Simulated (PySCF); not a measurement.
C₃HBrClF.

```xyz
7

F     -3.3810    -0.6715     0.4361
C     -2.5601     0.1097    -0.2723
C     -1.2611    -0.0587    -0.3146
C      0.0364    -0.1730    -0.3825
Cl     0.8499    -1.1389    -1.5782
Br     1.1938     0.7210     0.8438
H     -3.0926     0.9018    -0.8115
```
Charge 0, spin multiplicity 1.

Coordinates come from a B3LYP-D3(BJ)/def2-SVP optimisation. This is a generated structure with no PubChem entry under its InChIKey; it may be hypothetical.

Computed with PySCF with PBE/pcSseg-1. Non-relativistic, no solvent.

Computed absolute GIAO shielding of each atom: isotropic value and principal components (ppm):
```json
[
 {"atom": "F1", "σ(iso)": "269.1", "σ11": "185.1", "σ22": "231.8", "σ33": "390.3", "span": "205.2"},
 {"atom": "C2", "σ(iso)": "42.9", "σ11": "-12.5", "σ22": "55.0", "σ33": "86.2", "span": "98.7"},
 {"atom": "C3", "σ(iso)": "-21.5", "σ11": "-45.8", "σ22": "-17.9", "σ33": "-0.7", "span": "45.1"},
 {"atom": "C4", "σ(iso)": "54.6", "σ11": "-3.5", "σ22": "80.2", "σ33": "87.1", "span": "90.6"},
 {"atom": "Cl5", "σ(iso)": "490.0", "σ11": "267.1", "σ22": "347.7", "σ33": "855.1", "span": "588.1"},
 {"atom": "Br6", "σ(iso)": "1486.4", "σ11": "734.1", "σ22": "1076.3", "σ33": "2648.8", "span": "1914.6"},
 {"atom": "H7", "σ(iso)": "23.8", "σ11": "20.8", "σ22": "24.3", "σ33": "26.4", "span": "5.6"}
]
```
